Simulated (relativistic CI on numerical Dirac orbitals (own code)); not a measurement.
# One change at a time: La LV

Base calculation: Dirac-Coulomb-Breit CI, separate exchange-only KLI orbitals for each configuration, model QED (radiative potential, 1s self-energy scaled to tabulated hydrogen-like ionisation energies), unscaled Slater integrals.

Configurations in the expansion (outside the closed core 1s2): 2s, 2p, 3s, 3p, 3d, 4s, 4p, 4d, 4f, 5s, 5p, 5d, 5f, 5g, 6s, 6p, 6d. Levels of other configurations are missing.

Variants: (1) valence Slater integrals scaled by 0.9. Shifts of the energy above 2s ²S1/2, in eV, for the lowest level and the first level of each name with at least 55 % of one term (blank where a level changes its place among those of its configuration and J or its character, or is not in the variant):

```tsv
Level	Base	Δ(1)
2s ²S1/2	0.00	0.00
2p ²P°1/2	129.54	0.00
2p ²P°3/2	601.03	0.00
3s ²S1/2	6209.91	0.00
3p ²P°1/2	6245.50	0.00
3p ²P°3/2	6385.69	0.00
3d ²D3/2	6396.47	0.00
3d ²D5/2	6438.65	0.00
4s ²S1/2	8349.07	0.00
4p ²P°1/2	8363.61	0.00
4p ²P°3/2	8422.52	0.00
4d ²D3/2	8427.05	0.00
4d ²D5/2	8444.90	0.00
4f ²F°5/2	8445.11	0.00
4f ²F°7/2	8453.87	0.00
5s ²S1/2	9327.66	0.00
5p ²P°1/2	9334.97	0.00
5p ²P°3/2	9365.01	0.00
5d ²D3/2	9367.32	0.00
5d ²D5/2	9376.46	0.00
5f ²F°5/2	9376.58	0.00
5g ²G7/2	9381.07	0.00
```

At this charge energies of transitions that change n are usually good to better than 1 %, and those within a shell (Δn = 0) to a few per cent.

Ionisation energy from the two ground configurations alone: base 11032.7 eV. The NIST ASD value (theoretical) is 11033.4 eV.
